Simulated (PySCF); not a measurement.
# Ionisation energy along the 11-electron series

Calculated with PySCF 2.14 and a two-component X2C-1e Hamiltonian (Gaussian nucleus, no Breit or QED terms), each ion in its own even-tempered basis scaled to its charge; GMP2 freezes 1s2 and drops the highest virtual spinors. Values in eV. NIST values: (m) measured, (s) semi-empirical, (t) theoretical.

```json
{"ion": "Cu¹⁸⁺", "configuration": "[Ne] 3s1", "GHF (screened spin-orbit)": "669.95", "GMP2 (screened spin-orbit)": "670.57", "NIST": "670.61 (s)"}
{"ion": "Ga²⁰⁺", "configuration": "[Ne] 3s1", "GHF (screened spin-orbit)": "806.65", "GMP2 (screened spin-orbit)": "807.28", "NIST": "807.31 (s)"}
```

Q: Fill in the row of Zn¹⁹⁺.

A: configuration: [Ne] 3s1; GHF (screened spin-orbit): 736.71; GMP2 (screened spin-orbit): 737.33; NIST: 737.37 (s).
